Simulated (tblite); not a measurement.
Torsional barriers computed with GFN2-xTB (tblite), climbing-image nudged elastic band, gas phase; electronic energies of the top image counted from the start geometry. The bands met a force threshold of 0.05 eV/Å; their tops weren't refined or checked by frequencies and can lie a kcal/mol or more above the method's true saddle points. Atom numbers follow the mapped SMILES.

**Question.** Rank the forward barriers of these bands, lowest first.
A. `[CH3:1][SiH2:2][N:3]([CH3:4])[CH3:5]`: C1–Si2–N3–C4 from -41° to 81°
B. `[CH:1]#[C:2][C:3](=[O:4])[NH:5][CH3:6]`: C2–C3–N5–C6 from 180° to 0°
C. `[SiH3:1][CH2:2][CH2:3][CH2:4][Br:5]`: Si1–C2–C3–C4 from 180° to -66°

**Answer.** A (1.9 kcal/mol), C (2.7 kcal/mol), B (19.9 kcal/mol).

```tsv
SMILES	ends of the turned bond	barrier (kcal/mol)	end above start (kcal/mol)	dihedral at top (°)	bond at start (Å)	bond at top (Å)	Eyring rate at 298 K (s⁻¹)
C[SiH2]N(C)C	SiH2 silicon / silicon-bound nitrogen	1.9	1.2	43	1.722	1.723	3 × 10^11
[SiH3]CCCBr	sp3 carbon bound to silicon / chain CH2 carbon	2.7	0.5	-123	1.525	1.538	7 × 10^10
C#CC(=O)NC	amide carbonyl carbon / amide nitrogen	19.9	0.1	-116	1.355	1.432	2 × 10^-2
```

Rates take the electronic barrier for the free energy of activation. GFN2-xTB barriers can miss by several kcal/mol, and conformer orders can be wrong, so the ranking may change at better levels.
